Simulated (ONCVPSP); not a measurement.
# Before and after: ONCV potential for germanium

ONCVPSP 4.0.1 input, shortened (lines: element, Z, core and valence counts, functional; n l f; lmax; l rc ep ncon nbas qcut; lloc lpopt rc5 dvloc0; l nproj debl; icmod fcfact rcfact), PBE, fully relativistic:

```
  Ge 32.00    6    2        4      upf
    1    0    2.00
    2    0    2.00
    2    1    6.00
    3    0    2.00
    3    1    6.00
    3    2   10.00
    4    0    1.50
    4    1    2.50
    1
    0    1.40    0.00    4    7    4.40
    1    2.45    0.00    4    8    2.70
    0    5    1.40    0.00
    0    0    0.40
    1    1    2.20
    0    0.00    0.00
```

Open shells are filled in proportion to 2j + 1.

Change: core correction Teter function fitted to the true core (icmod 2), fcfact 0.5.

Cutoffs: the cutoffs (Ha) at which the residual kinetic energy of the hardest occupied pseudo-wave falls to 1 and 0.1 mHa per electron; they do not see the model core or the augmentation charge, which bear on the density cutoff. Errors are all-electron minus pseudo energies relative to the spin-unpolarised reference configuration.

Problem. Predict the effect on cutoff, ghosts and configuration errors.

Solution. The potential gets neither clearly harder nor softer (26 Ha and 60 Ha → 26 Ha and 60 Ha); both files keep a bound ghost (p); of the 4 tests that both files solve, the error grows in 1 and shrinks in 3 by more than 15 % and 0.3 meV (median size 8.3 → 3.2 meV). A model core, the more so a compact one, raises the density cutoff, which this test does not measure.

| quantity | base | changed |
| --- | --- | --- |
| cutoff, loose | 26 Ha | 26 Ha |
| cutoff, tight | 60 Ha | 60 Ha |
| bound ghosts | p1/2 | p1/2 |
| GHOST(+) flags under 300 eV | none | none |
| error for 4s2 4p2, meV [ΔE -3.95 eV] | +3.9 | -0.3 |
| error for 4s2 4p1, meV [ΔE 3.50 eV] | +2.7 | +5.9 |
| error for 4s2 4p0, meV [ΔE 18.94 eV] | -13 | -6.0 |
| error for 4s0 4p4, meV [ΔE 12.24 eV] | +41 | -0.4 |
| s: phases at 1.42 bohr within 0.05 rad from the reference energy up to (Ha; the scan ends near 5) | 2.7 | 2.7 |
| p3/2: phases at 2.48 bohr within 0.05 rad from the reference energy up to (Ha; the scan ends near 5) | 2.2 | 2.2 |
| p1/2: phases at 2.48 bohr within 0.05 rad from the reference energy up to (Ha; the scan ends near 5) | 1.7 | 1.7 |

 A true bound ghost makes a file unfit for plane-wave use even where its test errors are small: the radial tests pick states by their node count and pass the ghost by.
